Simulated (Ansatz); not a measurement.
`[AlH2][Br]`, relaxed with RKS PBE0-D4/def2-TZVP in Ansatz 0.2.0 from a PBE-D4/def2-SVP geometry. The force threshold is 0.005 eV/Å; the program also tests the step.

Charge 0, multiplicity 1.

Start:

```xyz
4

Al   -0.198   -0.012    0.039
Br    2.030    0.121   -0.400
H    -0.885   -1.444   -0.075
H    -0.948    1.335    0.437
```

(1) By how much does the energy fall, and how many steps does the optimiser take? (Estimate.)

(2) Which bonds change most? (Best estimate.)

(3) Give the relaxed structure. (Estimate.)

## Answers

(1) Ansatz gave: 0.60 kJ/mol, in 2 steps.

(2) Ansatz gave: Al1–Br2 from 2.275 to 2.257 Å; Al1–H3 from 1.592 to 1.576 Å; Al1–H4 from 1.592 to 1.576 Å.

(3) Computed: 
```xyz
4

Al   -0.195   -0.012    0.039
Br    2.015    0.119   -0.397
H    -0.878   -1.427   -0.074
H    -0.941    1.319    0.433
```
